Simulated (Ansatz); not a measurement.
Consider the redistribution: `[CH3][GeH]([NH2])[F]` + `CC[O][SnH3]` → `CC[O][GeH]([CH3])[F]` + `[NH2][SnH3]`.

Program: Ansatz. Geometries: PBE0-D4/def2-TZVP. ΔE: electronic, gas phase. CBS: MP2 limit from def2 TZ/QZ plus the TZ coupled-cluster correction, frozen cores. Functionals use def2-TZVPP. B3LYP here is the variant with VWN-RPA as its local correlation; programs differ in this. def2 core potentials past Kr. For Ge, Sn outer-core shells are correlated without core-valence functions, which leaves a few kJ/mol of doubt a bond. Scalar relativity is left out up to krypton. Each species was taken in one conformer, which may not be the lowest.

`[CH3][GeH]([NH2])[F]`:

Z-matrix (Å, degrees):
```
C
Ge 1 1.931
H 1 1.090 2 110.0
H 1 1.091 2 109.7 3 119.4
H 1 1.090 2 110.3 3 -120.6
N 2 1.817 1 110.4 3 -177.0
F 2 1.757 1 105.4 3 -57.5
H 2 1.534 1 117.1 3 58.4
H 6 1.010 2 115.9 1 52.1
H 6 1.010 2 115.8 1 -177.9
```

`CC[O][SnH3]`:

Z-matrix (Å, degrees):
```
C
C 1 1.511
H 1 1.092 2 110.3
H 1 1.093 2 110.7 3 120.2
H 1 1.092 2 110.3 3 -119.5
O 2 1.408 1 109.1 3 59.7
H 2 1.102 1 109.5 3 -61.9
H 2 1.102 1 109.5 3 -178.6
Sn 6 1.967 2 118.9 1 179.9
H 9 1.709 6 107.5 2 -60.2
H 9 1.709 6 107.5 2 59.2
H 9 1.699 6 103.9 2 179.5
```

`CC[O][GeH]([CH3])[F]`:

Cartesian coordinates in Å:
```
C 1.297 1.370 -1.822
C 0.066 0.624 -1.370
O 0.304 0.083 -0.082
Ge -1.014 -0.657 0.823
C -0.292 -1.270 2.497
F -1.532 -2.051 -0.092
H 2.157 0.698 -1.857
H 1.527 2.186 -1.134
H 1.144 1.790 -2.819
H -0.799 1.304 -1.347
H -0.171 -0.181 -2.077
H -2.239 0.275 0.837
H -1.049 -1.824 3.053
H 0.557 -1.924 2.297
H 0.043 -0.422 3.094
```

`[NH2][SnH3]`:

Z-matrix (Å, degrees):
```
Sn
N 1 2.032
H 1 1.717 2 113.4
H 1 1.704 2 105.9 3 -120.4
H 1 1.704 2 105.9 3 120.4
H 2 1.012 1 112.9 3 -61.0
H 2 1.012 1 112.9 3 60.8
```

```json
{"level": "B3LYP-D4", "ΔE (kJ/mol)": "0.7"}
{"level": "ωB97X-V", "ΔE (kJ/mol)": "0.0"}
{"level": "SCS-MP2/def2-TZVPP", "ΔE (kJ/mol)": "-2.1"}
{"level": "HF/CBS(def2)", "ΔE (kJ/mol)": "-1.8"}
```

**Question.** What does CCSD(T)/CBS give? (Estimate.)

**Answer.** The calculation gave: +1.7 kJ/mol. The listed levels differ from it by -1.0, -1.7, -3.8, -3.5 kJ/mol.

Largest T1 diagnostic among the species: 0.013.
